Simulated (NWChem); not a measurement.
System: CH3BCl2O; SMILES COB(Cl)Cl

Excerpt of the output:

```
             Northwest Computational Chemistry Package (NWChem) 7.3.0
             --------------------------------------------------------

                             Geometry "geometry" -> ""
                             -------------------------

 Output coordinates in angstroms (scale by  1.889725989 to convert to a.u.)

  No.       Tag          Charge          X              Y              Z
 ---- ---------------- ---------- -------------- -------------- --------------
    1 B                    5.0000    -0.09610000     0.15650700     0.00000000
    2 Cl                  17.0000    -0.35513900     1.89273300     0.00000000
    3 Cl                  17.0000     1.55924100    -0.46463000     0.00000000
    4 O                    8.0000    -1.16224600    -0.64001400     0.00000000
    5 C                    6.0000    -1.16995000    -2.04829000     0.00000000
    6 H                    1.0000    -1.70786800    -2.39879600     0.89283600
    7 H                    1.0000    -1.70786800    -2.39879600    -0.89283600
    8 H                    1.0000    -0.15136800    -2.46330900     0.00000000

 Effective nuclear repulsion energy (a.u.)     258.2420602316

                              NWChem Property Module
                              ----------------------

                                 NWChem DFT Module
                                 -----------------

 Summary of "ao basis" -> "ao basis" (spherical)
 ------------------------------------------------------------------------------
       Tag                 Description            Shells   Functions and Types
 ---------------- ------------------------------  ------  ---------------------
 B                         def2-svpd                 8       20   4s2p2d
 Cl                        def2-svpd                11       27   5s4p2d
 O                         def2-svpd                 9       23   4s3p2d
 C                         def2-svpd                 8       20   4s2p2d
 H                         def2-svpd                 4        8   2s2p

            General Information
            -------------------
          SCF calculation type: DFT
          Wavefunction type:  closed shell.
          No. of atoms     :     8
          No. of electrons :    56
           Alpha electrons :    28
            Beta electrons :    28
          Charge           :     0
          Spin multiplicity:     1
          Use of symmetry is: off; symmetry adaption is: off
          Maximum number of iterations: 150
          AO basis - number of functions:   141
                     number of shells:    59
          Convergence on energy requested:  1.00D-06
          Convergence on density requested:  1.00D-05
          Convergence on gradient requested:  5.00D-04

              XC Information
              --------------
                         PBE0 Method XC Functional
                     Hartree-Fock (Exact) Exchange  0.250
          PerdewBurkeErnzerhof Exchange Functional  0.750
            Perdew 1991 LDA Correlation Functional  1.000 local
           PerdewBurkeErnz. Correlation Functional  1.000 non-local

             Grid Information
             ----------------
          Grid used for XC integration:  medium
          Radial quadrature: Mura-Knowles
          Angular quadrature: Lebedev.
          Tag              B.-S. Rad. Rad. Pts. Rad. Cut. Ang. Pts.
          ---              ---------- --------- --------- ---------
          B                   0.85       49          10.0       434
          Cl                  1.00       88          13.0       590
          O                   0.60       49          11.0       434
          C                   0.70       49          13.0       434
          H                   0.35       45          14.0       434
          Grid pruning is: on
          Number of quadrature shells:   458
          Spatial weights used:  Erf1

      Superposition of Atomic Density Guess
      -------------------------------------

 Sum of atomic energies:       -1056.98051270

      Non-variational initial energy
      ------------------------------

 Total energy =   -1059.042895
 1-e energy   =   -1970.463715
 2-e energy   =     653.178760
 HOMO         =      -0.403572
 LUMO         =       0.040828

   convergence    iter        energy       DeltaE   RMS-Dens  Diis-err
 ---------------- ----- ----------------- --------- --------- ---------
 d= 0,ls=0.0,diis     1  -1059.5946073241 -1.32D+03  1.10D-02  7.23D-01
 d= 0,ls=0.0,diis     2  -1059.5705074467  2.41D-02  6.06D-03  1.00D+00
 d= 0,ls=0.0,diis     3  -1059.6770015548 -1.06D-01  1.09D-03  3.54D-02
 d= 0,ls=0.0,diis     4  -1059.6794341221 -2.43D-03  5.46D-04  8.69D-03
 d= 0,ls=0.0,diis     5  -1059.6804517966 -1.02D-03  1.11D-04  1.94D-04
  Resetting Diis
 d= 0,ls=0.0,diis     6  -1059.6804746220 -2.28D-05  2.67D-05  1.82D-05
 d= 0,ls=0.0,diis     7  -1059.6804767000 -2.08D-06  1.05D-05  5.34D-07
 d= 0,ls=0.0,diis     8  -1059.6804766885  1.15D-08  4.99D-06  6.54D-07

         Total DFT energy =    -1059.680476688465
      One electron energy =    -1973.611995362787
           Coulomb energy =      730.925757896811
    Exchange-Corr. energy =      -75.236299454098
 Nuclear repulsion energy =      258.242060231609

 Numeric. integr. density =       56.000002901111

[...]

 DFT Linear Response polarizability / au
 Frequency  =       0.0000000 / au
              X              Y              Z
 -----------------------------------------------
 X      60.6474277      0.8818484     -0.0000001
 Y       0.8817798     69.1527379      0.0000001
 Z      -0.0000001      0.0000001     44.7264669
 -----------------------------------------------
 Eigenvalues =      60.5569581     69.2432075     44.7264669
 Isotropic   =      58.1755442
 Anisotropic =      21.5305126
 -----------------------------------------------

 Magnetic Dipole Response Matrix (nonzero elements):

 Exiting AOResponse driver routine
```

Level: PBE0/def2-SVPD. Geometry: optimised at PBE0/def2-SVP.

Q: Write an input that gives this output.

A: Several could match; the one computed here: the input that was run:
```
start job
memory heap 200 mb stack 900 mb global 1100 mb
geometry units angstroms noautosym nocenter noautoz
  B     -0.096100     0.156507     0.000000
  Cl    -0.355139     1.892733     0.000000
  Cl     1.559241    -0.464630     0.000000
  O     -1.162246    -0.640014     0.000000
  C     -1.169950    -2.048290     0.000000
  H     -1.707868    -2.398796     0.892836
  H     -1.707868    -2.398796    -0.892836
  H     -0.151368    -2.463309     0.000000
end
basis spherical
  * library def2-svpd
end
dft
  xc pbe0
  iterations 150
end
property
  response 1 0.0
end
task dft property
```
